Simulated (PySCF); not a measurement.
C₅H₅FO, SMILES C#C[C@@]1(F)CCO1.

Geometry optimised at ωB97X-D3(BJ)/def2-SVP. The structure was generated by enumeration; whether it is a known compound was not checked.

Two levels are set side by side: PBE/def2-TZVP (PySCF) and ωB97X/def2-TZVP (PySCF). Same geometry, gas phase. Differences are taken from unrounded values.

```json
[
 {"quantity": "orbital gap (eV)", "ωB97X": "13.00"},
 {"quantity": "highest occupied level (eV)", "ωB97X": "-10.59"},
 {"quantity": "lowest empty level (eV)", "ωB97X": "2.41"},
 {"quantity": "dipole moment (D)", "ωB97X": "2.84"},
 {"quantity": "mean polarisability (bohr³)", "ωB97X": "57.3"}
]
```

What does PBE give, and how far is it from ωB97X? (An estimate is asked for; the answer gives what the named calculation found.)


```csv
quantity,PBE,PBE minus ωB97X
orbital gap (eV),5.83,-7.17
highest occupied level (eV),-6.67,3.92
lowest empty level (eV),-0.84,-3.25
dipole moment (D),2.60,-0.23
mean polarisability (bohr³),60.3,3.0
```

PBE's occupied levels lie high since its potential decays too fast outside the molecule; exact exchange lowers them and widens the gap. PBE's more diffuse valence density responds more strongly to a field. Differences between two approximate levels are no errors against the true value.

Rough cost on one machine, each run with all the roots and properties that it gave: ωB97X against PBE within a factor of 2.
